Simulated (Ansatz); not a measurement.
Ansatz (a program for electronic structure) input for CH₃FO₃Si, SMILES O=CO[Si@@H](O)F, PBE/def2-SVPD. Geometry: PBE0-D3(BJ)/def2-SVP. The structure was generated by enumeration; whether it is a known compound was not checked. The values are those of a single conformer.

Ansatz 0.2 input:
```yaml
crystal:
  periodic: [false, false, false]
  atoms:
    - {symbol: O, position_ang: [1.15973923, 1.65692761, 0.35051598]}
    - {symbol: C, position_ang: [1.51279013, 0.59086821, 0.78057329]}
    - {symbol: O, position_ang: [0.81107872, -0.53389515, 0.70691647]}
    - {symbol: Si, position_ang: [-0.70864974, -0.64726390, -0.05972099]}
    - {symbol: O, position_ang: [-1.46887321, 0.79013679, -0.01223159]}
    - {symbol: F, position_ang: [-0.37098293, -1.11602913, -1.56306751]}
    - {symbol: H, position_ang: [2.47951920, 0.42832986, 1.29841718]}
    - {symbol: H, position_ang: [-1.46802256, -1.70650233, 0.61334518]}
    - {symbol: H, position_ang: [-0.84385268, 1.53356625, -0.05310757]}
basis:
  gaussian:
    orbitals: def2-SVPD
hamiltonian:
  xc: {name: PBE}
```

Output:

```
WARN ansatz: RAYON_NUM_THREADS=1 ignored (pool sized by the plan → 1); use --threads N
Functional definition: PBE
integrals: 0.09 GiB planned
1329 factors; their error is unknown
mean field: 0.63 GiB planned
mean field evaluation 1: about -17789.8943 eV, gradient 8.5e1 eV
mean field evaluation 2: about -17743.6853 eV, gradient 1.8e2 eV
mean field evaluation 4: about -17801.5316 eV, gradient 2.0e1 eV
mean field evaluation 8: about -17802.2471 eV, gradient 1.3e-1 eV
mean field evaluation 16: about -17802.1903 eV, gradient 3.4e-4 eV
mean field -17802.19027221 eV, -654.2184257459 hartree, gradient 3.5e-5 eV, S^2 0.000000; 0 other end points of the search recorded, 0 dependent functions left out
reference -17802.19032329 eV, -654.2184276229 hartree; 28, 28 occupied and 132, 132 virtual orbitals, 1329 factors
Total energy: -17802.19032329 eV, -654.2184276229 hartree
```

Self-consistency was reached.
